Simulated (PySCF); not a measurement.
# Radial density of F³⁺ (fluorine, charge +3)

UHF, [He] 2s2 2p2, high-spin 3P determinant. All numbers are calculated (PySCF 2.14, no relativity, point nucleus, in 6-31G* (3s2p1d, 14 functions)).

| r (bohr) | 4πr²ρ (e/bohr) | 4πr²(ρα − ρβ) |
| --- | --- | --- |
| 0.00322 | 0.05456 | 0.0001 |
| 0.00541 | 0.1507 | 0.0001 |
| 0.00910 | 0.4017 | 0.0004 |
| 0.0153 | 1.011 | 0.0011 |
| 0.0258 | 2.380 | 0.0028 |
| 0.0433 | 4.912 | 0.0075 |
| 0.0729 | 8.244 | 0.0250 |
| 0.123 | 9.716 | 0.1117 |
| 0.206 | 6.670 | 0.4808 |
| 0.347 | 3.370 | 1.3591 |
| 0.583 | 4.515 | 2.3460 |
| 0.981 | 3.482 | 1.5648 |
| 1.65 | 0.4784 | 0.1955 |
| 2.78 | 0.01862 | 0.0072 |
